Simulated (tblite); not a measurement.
Species: C7H9FO (charge +1 and doublet state).
SMILES: `C1[C@H]2C[C@](C1=[O+])(F)CC2`

Computed values, GFN2-xTB/tblite, gas phase, harmonic and unscaled. Errors from tens to a few hundred cm⁻¹ against measured bands are possible. Open shells enter through the occupations alone, without spin polarisation, and single modes of such species can be off by tens of per cent.

Harmonic wavenumbers (cm⁻¹): 115.2, 217.8, 266.6, 348.6, 373.0, 403.4, 483.7, 496.2, 537.2, 571.6, 580.3, 746.6, 787.9, 842.4, 861.8, 915.6, 922.7, 945.9, 960.1, 986.4, 990.4, 1035.1, 1054.0, 1069.4, 1099.8, 1124.4, 1127.2, 1178.4, 1208.8, 1213.6, 1229.4, 1257.9, 1286.1, 1302.1, 1361.3, 1395.8, 1439.6, 1448.7, 1915.5, 2912.4, 2936.0, 2971.8, 2979.1, 2983.0, 2986.5, 3023.1, 3028.2, 3033.0.

A = 2364, B = 1887, C = 1481 MHz; mass 128.064 u (most abundant isotopes); point group C1, symmetry number 1; spin multiplicity 2.

**Question.** Zero-point energy?

**Answer.** ½Σν̃ = 31477 cm⁻¹ = 376.55 kJ/mol.

**Question.** What is S at 400 K and 1 bar for an ideal gas of classical rigid rotors and harmonic oscillators?

**Answer.** Translation 175.48, rotation 121.98, vibration 100.04, spin (R ln 2) 5.76: S = 403.3 J/(mol K).

**Question.** And Cp and H(400 K) − H(0)?

**Answer.** Cp = 182.63 J/(mol K), of which vibrations give 149.37 (their classical limit is 48 R = 399.1); H(400 K) − H(0) = 38.22 kJ/mol without the zero-point energy, 24.91 from vibrations.

**Question.** What must be added to the electronic energy to get the Gibbs energy at 400 K and 1 bar?

**Answer.** ZPE + [H(400 K) − H(0)] − T·S = 376.55 + 38.22 − 161.31 = 253.46 kJ/mol.

**Question.** How do the functions run with temperature in this model?

**Answer.** 
| T (K) | S (J/(mol K)) | Cp (J/(mol K)) | H − H(0) (kJ/mol) | G − H(0) (kJ/mol) | ln q(vib) |
| --- | --- | --- | --- | --- | --- |
| 100 | 265.5 | 51.2 | 3.92 | -22.63 | 0.29 |
| 200 | 312.3 | 90.0 | 10.89 | -51.57 | 1.31 |
| 300 | 357.5 | 136.8 | 22.19 | -85.05 | 2.78 |
| 500 | 448.3 | 221.0 | 58.47 | -165.68 | 6.49 |
| 800 | 570.5 | 296.9 | 137.33 | -319.03 | 12.72 |
| 1000 | 640.2 | 328.0 | 200.00 | -440.25 | 16.81 |

q(vib) and H(0) count from the zero-point level.

**Question.** Blend soft modes into free rotors: weight 1/[1 + (100 cm⁻¹/ν̃)⁴] for the oscillator and the rest for a rotor with moment μB/(μ + B), μ = h/(8π²ν), B = 10⁻⁴⁴ kg m². What vibrational entropy results?

**Answer.** 98.92 J/(mol K) in place of 100.04, which changes −T·S at 400 K by +0.45 kJ/mol.

Hindered rotation and anharmonicity are outside this model. The structure is chiral; the term R ln 2 for an equal mix with its mirror image is left out.
